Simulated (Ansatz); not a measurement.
Mulliken charges of `F[Si](F)Br` radical from B3LYP/def2-TZVPP in Ansatz (PBE0-D4/def2-TZVP geometry).

| atom | x (Å) | y (Å) | z (Å) | charge (e) |
| --- | --- | --- | --- | --- |
| F1 | 1.362 | 0.145 | 0.764 | -0.269 |
| Si2 | 0.249 | -0.377 | -0.239 | 0.690 |
| F3 | -0.805 | -1.180 | 0.632 | -0.269 |
| Br4 | -0.750 | 1.352 | -1.177 | -0.153 |

Q: By hand: the dipole of these point charges (1 e Å = 4.8032 D).

A: Σ q r = (0.137, -0.189, -0.360) e Å, of length 0.429 e Å = 2.06 D.

Q: How does the dipole of the full density compare? (Estimate.)

A: Ansatz gave: (0.047, -0.057, -0.198) e Å, 1.02 D; the point charges give 2.02 times that, at 13° from its direction.

Point charges leave out the atoms' own dipoles, such as those of lone pairs, and Mulliken's split depends on the basis, so the two needn't agree.

B3LYP here is the variant with VWN-RPA as its local correlation; programs differ in this.
